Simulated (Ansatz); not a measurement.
Consider the ligand exchange at a Zn–C bond: `C[CH2][Zn][Cl]` + H–F → `[F][Zn][Cl]` + `CC`.

Computed with Ansatz on PBE0-D4/def2-TZVP structures; ΔE is electronic, products minus reactants. CCSD(T)/CBS is the MP2 limit (def2-TZVPP, def2-QZVPP) plus CCSD(T) − MP2 in def2-TZVPP, frozen cores. This one scheme is used for every species. DFT in def2-TZVPP. For Zn outer-core shells are correlated without core-valence functions, which leaves a few kJ/mol of doubt a bond. Scalar relativity is left out up to krypton. One conformer a species, not always the lowest.

CCSD(T)/CBS gives -0.86 eV.

(1) Another level gave -1.19 eV. Which?
A. r2SCANh-D4/def2-TZVPP
B. BHLYP/def2-TZVPP
C. RPA@PBE/def2-TZVPP
D. HF/def2-TZVPP

(2) What do rigid-rotor, harmonic-oscillator terms from PBE0-D4/def2-TZVP frequencies (298.15 K, 1 bar) make of the CCSD(T)/CBS value? (Best estimate.)

Largest T1 diagnostic among the species: 0.016.

## Answers

(1) D. HF/def2-TZVPP -1.19, r2SCANh-D4 -0.85, BHLYP -0.99, RPA@PBE/def2-TZVPP -0.81 eV.

(2) The calculation gave: ΔZPE = +0.07 eV, ΔH = -0.82 eV, ΔS = -10 J/(mol·K), ΔG = -0.79 eV.

From BLYP to BHLYP (50 % exact exchange), in def2-TZVPP and without D4, ΔE moves by −0.08 eV. Leaving LDA and LC-ωPBE aside and taking each functional with its dispersion term where it has one, the values, not all of them listed here, spread over 0.21 eV, from B97M-V to PBE-D4. LDA lies +0.14 eV from PBE without D4.
